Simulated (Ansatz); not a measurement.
A CCSD(T) single point on FH3SSn (`[F][SnH2][SH]`).

```yaml
crystal:
  periodic: [false, false, false]
  atoms:
    - {symbol: F, position_ang: [-1.940320, 0.027310, 0.559620]}
    - {symbol: Sn, position_ang: [-0.320129, -0.028486, -0.476055]}
    - {symbol: S, position_ang: [1.406187, -0.837051, 0.948616]}
    - {symbol: H, position_ang: [-0.609935, -1.170169, -1.696910]}
    - {symbol: H, position_ang: [-0.071652, 1.590279, -0.927441]}
    - {symbol: H, position_ang: [1.577849, 0.354116, 1.545969]}
basis:
  gaussian: {orbitals: def2-TZVPP}
correlation: {method: ccsd_t}
output: {orbitals: {seedname: orbitals}}
```

```sh
$ ansatz run in.yaml --threads 2 --pin off --events-out ev --progress --plain --max-ram 22528MiB --backend cuda --devices 0, --max-vram 18GiB
```

Output of Ansatz, abridged:

```
Functional definition: HF
1137 factors; integrals over basis functions are off by at most 9.8e-4 eV
mean field evaluation 1: about -19376.6042 eV, gradient 3.4e1 eV
mean field evaluation 2: about -19376.7445 eV, gradient 3.4e1 eV
mean field evaluation 4: about -19379.1722 eV, gradient 2.4e0 eV
mean field evaluation 8: about -19379.2163 eV, gradient 2.7e-1 eV
mean field -19379.21672251 eV, -712.1730788475 hartree, gradient 4.6e-6 eV, S^2 0.000000; 0 other end points of the search recorded, 0 dependent functions left out
10 core orbitals not correlated: weight in the atoms' cores, before any rotation towards them, 1.000 or more for the frozen orbitals, at most 0.000 for the correlated occupied ones
reference -19379.21672251 eV, -712.1730788475 hartree; 15, 15 occupied and 140, 140 virtual orbitals, 1137 factors
second order -20.62997189 eV of doubles, -0.00000000 eV of singles
cycle   1  -20.59190318 eV  change    3.8e-2 eV  update   1.1e-1
cycle   2  -21.08307436 eV  change   -4.9e-1 eV  update   3.4e-2
cycle   3  -21.20315124 eV  change   -1.2e-1 eV  update   1.9e-2
cycle   4  -21.19431633 eV  change    8.8e-3 eV  update   4.4e-3
cycle   5  -21.18995465 eV  change    4.4e-3 eV  update   1.7e-3
cycle   6  -21.19034585 eV  change   -3.9e-4 eV  update   5.4e-4
cycle   7  -21.19030001 eV  change    4.6e-5 eV  update   2.0e-4
cycle   8  -21.19020166 eV  change    9.8e-5 eV  update   5.9e-5
cycle   9  -21.19021306 eV  change   -1.1e-5 eV  update   2.4e-5
perturbative correction -0.69480129 eV, -0.0255334763 hartree
Total energy: -19401.10173686 eV, -712.9773382904 hartree
```

Hardware: 2 threads of an AMD EPYC 7R13 on a shared host and a share of an NVIDIA H100 80 GB. Wall time 2.2 s, peak host memory 0.81 GiB.

Correlation energy per correlated electron: -0.730 eV. T1 diagnostic: 0.0134.
